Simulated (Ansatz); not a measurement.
Calculated with Ansatz (gas phase, PBE0-D4/def2-TZVP geometries, no zero-point term in ΔE). CCSD(T)/CBS is the MP2 limit (def2-TZVPP, def2-QZVPP) plus CCSD(T) − MP2 in def2-TZVPP, frozen cores. This one scheme is used for every species. DFT in def2-TZVPP. For Se, Ti outer-core shells are correlated without core-valence functions, which leaves a few kJ/mol of doubt a bond. Scalar relativity is left out up to krypton. One conformer a species, not always the lowest.

Reaction (formal hydrolysis of a Ti–Se bond): `[F][Ti]([F])([F])[SeH]` + H₂O → `[OH][Ti]([F])([F])[F]` + H₂Se

`[F][Ti]([F])([F])[SeH]`:

Z-matrix (Å, degrees):
```
Ti
F 1 1.737
F 1 1.744 2 112.2
F 1 1.744 2 112.3 3 121.9
Se 1 2.410 2 105.0 3 -119.0
H 5 1.474 1 88.5 2 -179.6
```

H₂O:

Z-matrix (Å, degrees):
```
O
H 1 0.960
H 1 0.960 2 105.1
```

`[OH][Ti]([F])([F])[F]`:

Cartesian coordinates in Å:
```
O 0.709 0.824 0.790
Ti -0.247 -0.329 -0.137
F -0.833 -1.580 0.937
F -1.592 0.491 -0.898
F 0.736 -1.033 -1.402
H 1.226 1.626 0.711
```

H₂Se:

Cartesian coordinates in Å:
```
Se 0.424 -0.472 0.258
H -1.033 -0.363 0.125
H 0.609 0.835 -0.383
```

```json
{"level": "CAM-B3LYP-D4", "ΔE (kcal/mol)": "-10.7"}
{"level": "ωB97X-V", "ΔE (kcal/mol)": "-10.2"}
{"level": "BHLYP", "ΔE (kcal/mol)": "-10.2"}
{"level": "MP2/def2-QZVPP", "ΔE (kcal/mol)": "-5.6"}
```

Question: What does CCSD(T)/CBS give? (Estimate.)

Answer: Ansatz gave: -6.6 kcal/mol. The listed levels differ from it by -4.1, -3.6, -3.6, 1.0 kcal/mol.

Question: What do rigid-rotor, harmonic-oscillator terms from PBE0-D4/def2-TZVP frequencies (298.15 K, 1 bar) make of the CCSD(T)/CBS value? (Best estimate.)

Answer: The calculation gave: ΔZPE = -2.1 kcal/mol, ΔH = -9.0 kcal/mol, ΔS = 8 J/(mol·K), ΔG = -9.6 kcal/mol.

Largest T1 diagnostic among the species: 0.023, so the coupled-cluster value is less sure than usual.

In def2-TZVPP, CCSD(T) changes the Hartree–Fock value by +4.9 kcal/mol (the triples alone add +1.8 kcal/mol) and MP2 by +6.4 kcal/mol. At CCSD(T), def2-SVP lies −7.1 kcal/mol from the extrapolated value and def2-TZVPP −1.2 kcal/mol.
